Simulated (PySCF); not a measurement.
**B97-3 on Ir²⁺ (iridium, charge +2)**

Configuration: [Xe] 4f14 5d6 6s1, 6s spin antiparallel (an excited configuration). Calculation: PySCF 2.14, in def2-QZVPPD with the def2 core potential (60 electrons) (7s5p4d4f2g, 88 functions); a scalar-relativistic core potential.

* Total energy: -103.1651 hartree
* One-electron energy: -167.2884 hartree
* Hartree (Coulomb) energy: 73.9668 hartree
* Exchange-correlation energy: -9.8435 hartree
* ⟨S²⟩: 4.7474
* ⟨L²⟩: 6.028
* Sum of ⟨r⟩: 21.09 bohr
* Sum of ⟨r²⟩: 35.83 bohr²
* Traceless quadrupole moment −½Σ⟨3z² − r²⟩ along its main axis: 0.571 e·bohr²

```json
{"shell": "5s α", "electrons": "1", "mean orbital energy (hartree)": "-4.63755", "spread (hartree)": "0", "rms radius, mean of both spins (bohr)": "1.05"}
{"shell": "5s β", "electrons": "1", "mean orbital energy (hartree)": "-4.52226", "spread (hartree)": "0", "rms radius, mean of both spins (bohr)": "1.05"}
{"shell": "5p α", "electrons": "3", "mean orbital energy (hartree)": "-2.96096", "spread (hartree)": "0.04749", "rms radius, mean of both spins (bohr)": "1.22"}
{"shell": "5p β", "electrons": "3", "mean orbital energy (hartree)": "-2.81419", "spread (hartree)": "0.00333", "rms radius, mean of both spins (bohr)": "1.22"}
{"shell": "5d α", "electrons": "5", "mean orbital energy (hartree)": "-1.09581", "spread (hartree)": "0.05454", "rms radius, mean of both spins (bohr)": "1.70"}
{"shell": "5d β", "electrons": "1", "mean orbital energy (hartree)": "-1.00741", "spread (hartree)": "0", "rms radius, mean of both spins (bohr)": "1.70"}
{"shell": "6s β", "electrons": "1", "mean orbital energy (hartree)": "-0.83708", "spread (hartree)": "0", "rms radius, mean of both spins (bohr)": "2.72"}
```

Energies and moments cover only the electrons outside the core potential. Spin-orbit coupling, absent here, splits the open shell strongly. With the s spin flipped the determinant is a mixture of two multiplicities, not a spectroscopic state.
